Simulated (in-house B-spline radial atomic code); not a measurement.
## Response and correlation of N³⁺

Closed shell [He] 2s2. Computed with an all-electron radial atomic-structure program (B-spline basis): Dirac-Hartree-Fock, relativistic RPA (time-dependent Dirac-Hartree-Fock) for the response and second-order many-body perturbation theory for correlation, no-pair Dirac-Coulomb Hamiltonian, finite nucleus.

Command:
```bash
python run_mb.py task.json out
```
Settings (nuclear radius in fm, box in bohr, cutoff in hartree):
```
basis_form          2
Z                   7
core_configuration  [He] 2s2
rms_radius          2.5582
mass_number         14
speed_of_light      137.036
box_radius          14.844
lmax                7
intervals           65
virtual_cutoff      2000.0
```

Run time, properties included: 0.6 s on 1 thread of Intel(R) Xeon(R) Platinum 8259CL CPU @ 2.50GHz, on a shared host.

```csv
"multipole (bohr³, bohr⁵, bohr⁷)",uncoupled,coupled RPA
dipole,1.6319,?
quadrupole,1.1721,1.4279
octupole,2.6083,3.0216
```

Question: What is the coupled dipole polarisability?

Answer: 2.2298 atomic units, +37 % against the uncoupled value.

Question: Which subshells carry the dipole polarisability?

Answer: 2s1/2 100.2 %, 1s1/2 -0.2 %.

Question: What does the dipole shielding factor come to?

Answer: The dipole shielding factor is 0.571, against the exact N/Z = 4/7 = 0.571 of the non-relativistic theorem.

Dipole polarisability at imaginary frequency:

| u (Eh) | α(iu) (bohr³) |
| --- | --- |
| 0 | 2.23 |
| 0.16 | 2.064 |
| 0.4 | 1.499 |
| 0.8 | 0.8019 |
| 1.2 | 0.4855 |
| 1.6 | 0.33 |
| 2.4 | 0.1866 |
| 3.2 | 0.1223 |
| 4 | 0.08726 |
| 5.6 | 0.05174 |
| 8 | 0.02946 |
| 12 | 0.0155 |
| 16 | 0.009801 |
| 24 | 0.005057 |
| 40 | 0.002097 |
| 80 | 0.0005832 |

Question: What dispersion coefficients follow for two such ions (the dispersion part alone)?

Answer: C6 = (3/π)∫α(iu)²du = 2.247 hartree·bohr⁶ and C8 = 11.38 hartree·bohr⁸.

Lowest J = 1 odd-parity excitations:

```
energy (eV)  oscillator strength  leading channel  weight
     4.0945             1.79e-07     2s1/2 → p1/2   0.668
     14.705                0.598     2s1/2 → p3/2   0.668
     48.388             1.32e-05     2s1/2 → p1/2   0.672
     49.043                0.319     2s1/2 → p3/2   0.672
     60.645             5.64e-06     2s1/2 → p1/2   0.673
     60.863                0.104     2s1/2 → p3/2   0.673
     66.185             3.15e-06     2s1/2 → p1/2   0.674
     66.297               0.0523     2s1/2 → p3/2   0.674
```

For an outer ns² shell RPA puts the lowest triplet far too low, and second order misses the ns²-np² near-degeneracy.

Second-order correlation energy by the highest angular momentum of the excited pair (hartree): s -0.01581, p -0.0756, d -0.009667, f -0.002682, g -0.001015, h -0.0004533, i -0.0002325, k -0.0001303.

Question: What is the second-order correlation energy at the partial-wave limit?

Answer: The listed waves sum to -0.10559 hartree; extrapolating the increments as (l + 1/2)⁻⁴ gives -0.10586 hartree, -0.72 eV per electron.
